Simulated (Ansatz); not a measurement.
Geometry optimisation, Ansatz 0.2.0, RKS LDA/def2-SVP.

Input:

```yaml
crystal:
  periodic: [false, false, false]
  atoms:
    - { symbol: C, position_ang: [-1.7242, 0.2299, -1.7175] }
    - { symbol: Si, position_ang: [-0.8568, -0.7576, -0.4902] }
    - { symbol: C, position_ang: [0.674, 0.131, 0.081] }
    - { symbol: C, position_ang: [0.5363, 1.505, 0.7434] }
    - { symbol: Si, position_ang: [1.5426, -1.1349, 1.1951] }
    - { symbol: H, position_ang: [-2.0977, 1.2395, -1.2933] }
    - { symbol: H, position_ang: [-2.6362, -0.2479, -2.0847] }
    - { symbol: H, position_ang: [-1.1051, 0.5179, -2.6022] }
    - { symbol: H, position_ang: [-0.5015, -2.0322, -1.0869] }
    - { symbol: H, position_ang: [-1.7467, -1.0218, 0.6878] }
    - { symbol: H, position_ang: [1.3413, 0.2842, -0.7573] }
    - { symbol: H, position_ang: [1.4246, 1.9569, 1.0891] }
    - { symbol: H, position_ang: [-0.2388, 1.4494, 1.6107] }
    - { symbol: H, position_ang: [-0.0359, 2.2003, 0.06] }
    - { symbol: H, position_ang: [1.8539, -2.3987, 0.4885] }
    - { symbol: H, position_ang: [2.8323, -0.5256, 1.7113] }
    - { symbol: H, position_ang: [0.7188, -1.3958, 2.4053] }
basis:
  gaussian: { orbitals: def2-SVP }
hamiltonian:
  xc: lda
relax:
  f_tol: 0.015
  max_steps: 40
```

Command:

```bash
$ ansatz run input.yaml --threads 2 --pin off --max-ram 3072MiB --backend cpu --events-out ev --progress --plain --runs-dir out
```

Task: Where does it end, and by what steps?

Result: It converged. After 6 steps the energy has fallen by 0.422 eV; H15 moved furthest, 0.16 Å.

| step | energy less start (eV) | largest force component (eV/Å) | accepted |
| --- | --- | --- | --- |
| 0 | 0.0000 | 4.214 | yes |
| 1 | -0.3626 | 1.202 | yes |
| 2 | -0.4164 | 0.212 | yes |
| 3 | -0.4203 | 0.072 | yes |
| 4 | -0.4215 | 0.033 | yes |
| 5 | -0.4219 | 0.021 | yes |
| 6 | -0.4219 | 0.009 | yes |

```xyz
17
Properties=species:S:1:pos:R:3
C -1.772 0.347 -1.745
Si -0.872 -0.752 -0.527
C 0.712 0.062 0.085
C 0.431 1.416 0.724
Si 1.621 -1.077 1.268
H -2.015 1.330 -1.286
H -2.725 -0.118 -2.074
H -1.149 0.530 -2.646
H -0.543 -2.080 -1.167
H -1.756 -1.016 0.671
H 1.376 0.175 -0.806
H 1.361 1.925 1.066
H -0.226 1.313 1.617
H -0.084 2.115 0.026
H 1.959 -2.392 0.613
H 2.900 -0.429 1.743
H 0.761 -1.349 2.478
```

Time of the run: 7.1 s on 2 threads of AMD EPYC 9R45 96-Core Processor (Zen 5) (shared host), peak memory 0.2 GiB.
